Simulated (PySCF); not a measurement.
Mean harmonic wavenumber (cm⁻¹) of eight silicon and germanium compounds: PBE-D3(BJ) beside r2SCAN-D4, computed with PySCF for isolated molecules in the bases named; differences from unrounded values. The eight are the first of their class met in an unordered collection, after screening for sound electronic states; none was chosen by its value. Each level has its own optimised geometry.

| molecule | basis | r2SCAN-D4 | PBE-D3(BJ) | difference |
|---|---|---|---|---|
| C4H8Si2, SMILES [SiH3]C1=CC=C[SiH2]1 | def2-SVP | 1181 | 1149 | -31 |
| C2H6ClNSi2, SMILES N#CC[Si@H]([SiH3])Cl | def2-SVP | 1043 | 1015 | -28 |
| CH₇FN₂Si, SMILES CN[Si@H](N)F | def2-SVP | 1356 | 1321 | -35 |
| C3H5ClGe, SMILES [CH]([GeH3])=C=CCl | def2-SVP | 1108 | 1076 | -32 |
| CH9ClN2Si2, SMILES C[Si@@](N)(Cl)[SiH2]N | def2-SVP | 1217 | 1188 | -29 |
| C₃H₈OSi, SMILES O[C@H]1C[C@H]1[SiH3] | def2-SVP | 1338 | 1302 | -36 |
| C2H4N2OSi, SMILES O[SiH]1N=CC=N1 | def2-SVP | 1191 | 1159 | -32 |
| C₃H₄ClNSi, SMILES Cl[Si@@H]1C=CN=C1 | def2-SVP | 1167 | 1136 | -31 |

PBE-D3(BJ) lies below r2SCAN-D4 in 8 and above it in 0 of the eight; the mean signed difference is -32 and the largest -36 cm⁻¹.
